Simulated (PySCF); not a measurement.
# Interval between two levels of Mo²⁺ by level of theory

Mo²⁺ [Kr] 4d4 [5D4, M_J = 4] → Mo²⁺ [Kr] 4d3 5p1 [5G6, M_J = 6], as a difference of total energies. Calculation: PySCF 2.14, in x2c-TZVPall-2c with one added diffuse shell each of s, p, d type (9s10p8d1f, 86 functions); the two-component X2C-1e Hamiltonian. Correlated levels: [Ar] 3d10 frozen; the 6 highest virtual spinors dropped. "Screened" scales the spin-orbit matrix elements by Boettger's factors to mimic the two-electron term; Breit and QED terms are absent.

```
                    method  interval between two levels (cm⁻¹)
           GHF (spin-free)                               72895
          GMP2 (spin-free)                               73925
 GHF (screened spin-orbit)                               74133
GMP2 (screened spin-orbit)                               75242
```

The labels give the starting determinants; with spin-orbit coupling the two ends relaxed to ⟨J²⟩ = 20.01, ⟨L²⟩ = 6.05, ⟨S²⟩ = 5.99 and ⟨J²⟩ = 42.01, ⟨L²⟩ = 20.09, ⟨S²⟩ = 5.98.
